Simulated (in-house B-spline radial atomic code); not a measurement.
Solving the quasi-particle equation for 3s up of the magnesium ion Mg⁺

Configuration [Ne] 3s1, highest spin, start PBE, empty levels kept to 800 hartree. Computed with an all-electron radial atomic-structure program (B-spline basis): all electrons, non-relativistic, point nucleus, each spin shell either full or empty, empty states to l = 9 with an (l + 1/2)⁻⁴ tail; G0W0 by contour deformation at full frequency.

RPA overbinds a lone outer s electron by self-correlation, and G0W0 tends to as well.

At the mean-field level ε = -11.899 eV the matrix elements are Σx = -10.421 eV, v_xc = -7.539 eV and Σc(ε) = -1.124 eV, and the slope of the correlation self-energy is dΣc/dω = -0.0953. The quasi-particle energy solves E = ε + Σx − v_xc + Σc(E).

(1) What does the linearised equation give?

(2) How does that compare with the full solution and with static screening?

## Answers

(1) Z = 1/(1 − dΣc/dω) = 1/1.0953 = 0.9130. The first-order shift is Σx − v_xc + Σc(ε) = -10.421 − (-7.539) + (-1.124) = -4.006 eV, so E ≈ ε + Z × shift = -11.899 + 0.9130 × (-4.006) = -15.556 eV.

(2) Solving the equation at full frequency dependence gives E = -15.572 eV, where Σc = -0.791 eV and the weight is 0.911; the linearised value is off by 16 meV. Leaving Z out would give -15.905 eV. Static COHSEX puts -2.214 eV in place of Σc and gives -16.995 eV, 1.42 eV deeper. The tabulated removal energy is 15.035 eV (NIST, measured); the run leaves out relativity, Breit and QED terms.
